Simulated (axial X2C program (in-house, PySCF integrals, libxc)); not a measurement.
# Ionising LiPd

All values come from calculations with an in-house all-electron X2C program for linear molecules (integrals from PySCF), spin-free (one-electron X2C) or two-component (2c: spin–orbit coupling with atomic mean-field Coulomb and Gaunt terms, which also bring small scalar terms), in Dyall basis sets with cores contracted in-house; open shells are unrestricted.

Basis sets: Li dyall-cv3z, Pd dyall-cv3z. Frozen shells (counts by l): LiPd Pd 4s3p1d, Li 1s, 11 electrons correlated; LiPd⁺ Pd 4s3p1d, Li 1s, 10 electrons correlated. Coupled cluster in natural virtuals with an MP2 remainder. Where the outer core of a metal is frozen, bonds come out longer and ionisation energies lower.

| Hamiltonian | level | LiPd state | Re (Å) | ωe (cm⁻¹) | De (eV) |
| --- | --- | --- | --- | --- | --- |
| spin-free | HF | M_S = 1/2, Λ = 0 | 2.355 | 297.9 | n/a |
| spin-free | PBE0 | M_S = 1/2, Λ = 0 | 2.236 | 402.4 | 1.42 |
| spin-free | MP2 | M_S = 1/2, Λ = 0 | 2.228 | 431.0 | 1.23 |
| 2c | HF | Ω = 1/2 | 2.355 | 298.1 | n/a |
| 2c | PBE0 | Ω = 1/2 | 2.238 | 400.6 | 1.42 |
| 2c | MP2 | Ω = 1/2 | 2.229 | 431.2 | 1.23 |
| 2c | CCSD | Ω = 1/2 | 2.232 | 418.5 | 1.22 |
| 2c | CCSD(T) | Ω = 1/2 | 2.231 | 430.7 | 1.34 |

Adiabatic ionisation energy (minimum to minimum, no zero-point term) and constants of LiPd⁺:

```tsv
Hamiltonian	level	LiPd⁺ state	IE (eV)	Re (Å)	ωe (cm⁻¹)	De (eV)	fragments
spin-free	HF	M_S = 0, Λ = 0	5.23	2.430	274.9	n/a	Pd + Li+
spin-free	PBE0	M_S = 0, Λ = 0	6.22	2.429	287.4	0.77	Pd + Li+
spin-free	MP2	M_S = 0, Λ = 0	5.89	2.478	280.1	0.68	Pd + Li+
2c	HF	Ω = 0	5.23	2.432	274.3	n/a	Pd + Li+
2c	PBE0	Ω = 0	6.22	2.432	286.3	0.77	Pd + Li+
2c	MP2	Ω = 0	5.89	2.480	279.5	0.69	Pd + Li+
2c	CCSD	Ω = 0	5.91	2.452	287.6	0.65	Pd + Li+
2c	CCSD(T)	Ω = 0	5.98	2.473	285.4	0.70	Pd + Li+
```

Problem. Add the zero-point terms to the ionisation energy at CCSD(T), 2c, and say whether the electron removed was bonding.

Solution. IE0 = IE + (ωe⁺ − ωe)/2 = 5.98 + (-0.009) = 5.97 eV. Re changes by 0.242 Å, so the bond lengthens, as on loss of a bonding electron.

Problem. Close the cycle De(LiPd⁺) + IE(LiPd) = De(LiPd) + IE(Li) to find the atomic ionisation energy at CCSD(T), 2c.

Solution. IE(Li) = 0.70 + 5.98 − 1.34 = 5.34 eV, for the determinants used.

Each entry is the lowest single determinant of a limited PBE0 search at one distance. De goes to single-determinant-based atoms at the same level (for ions the charge split of lowest energy) and is withheld (n/a) where an atom does not fit its ground term or J level. Main or longest-lived isotopes. One determinant is a doubtful description, or other states lie close, for LiPd; these need not be ground states, and all values refer to the states named.
